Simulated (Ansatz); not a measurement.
`Cl[SiH][SeH]` radical. Charge 0, multiplicity 2.

```xyz
5

Cl   -0.436   -2.076   -0.212
Si   -0.657   -0.121    0.404
Se    0.973    1.262   -0.349
H    -1.913    0.409   -0.197
H     2.033    0.526    0.354
```

List the harmonic frequencies (cm⁻¹, unscaled) at PBE0-D4/def2-TZVP in Ansatz. (Best estimate.)

Computed: 129, 207, 386, 529, 542, 671, 793, 2194, 2439.

Is this a minimum?

Yes, all 9 modes are real.

Give the ideal-gas thermochemistry at 298.15 K and 1 bar (rigid rotor, harmonic oscillator; point group C1, symmetry number 1).

Zero-point energy 47.2 kJ/mol; H(298) − E = 62.8 kJ/mol; entropy 321.4 J/(mol·K), of which translation 170.9, rotation 112.4, vibration 32.4, electronic 5.8; G(298) − E = -33.1 kJ/mol.

And at 400, 500, 600, 800 and 1000 K?


```json
{"T (K)": "400", "H − E (kJ/mol)": "70.5", "S (J/mol/K)": "343.5", "G − E (kJ/mol)": "-67.0"}
{"T (K)": "500", "H − E (kJ/mol)": "78.6", "S (J/mol/K)": "361.6", "G − E (kJ/mol)": "-102.2"}
{"T (K)": "600", "H − E (kJ/mol)": "87.1", "S (J/mol/K)": "377.1", "G − E (kJ/mol)": "-139.2"}
{"T (K)": "800", "H − E (kJ/mol)": "105.0", "S (J/mol/K)": "402.9", "G − E (kJ/mol)": "-217.3"}
{"T (K)": "1000", "H − E (kJ/mol)": "123.9", "S (J/mol/K)": "423.9", "G − E (kJ/mol)": "-300.1"}
```
